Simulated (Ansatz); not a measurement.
Program: Ansatz 0.2.0.

As₂+, SMILES `[As]#[As+]` radical at its PBE0-D4/def2-TZVP geometry, where that method's forces vanish. Charge 1, multiplicity 2.

```csv
atom,x (Å),y (Å),z (Å)
As1,0.783,-0.458,0.609
As2,-0.783,0.458,-0.609
```

Task: For each bond, give half the difference of the two atoms' forces along it (eV/Å; positive pushes the atoms apart) under PBE-D4, r2SCAN-D4, B3LYP-D4, ωB97M-V in def2-TZVPP. (Estimate.)

Result: The calculation gave: 
```tsv
bond	length (Å)	PBE-D4	r2SCAN-D4	B3LYP-D4	ωB97M-V
As1–As2	2.186	0.75	0.20	0.43	-0.52
```

B3LYP here is the variant with VWN-RPA as its local correlation; programs differ in this.
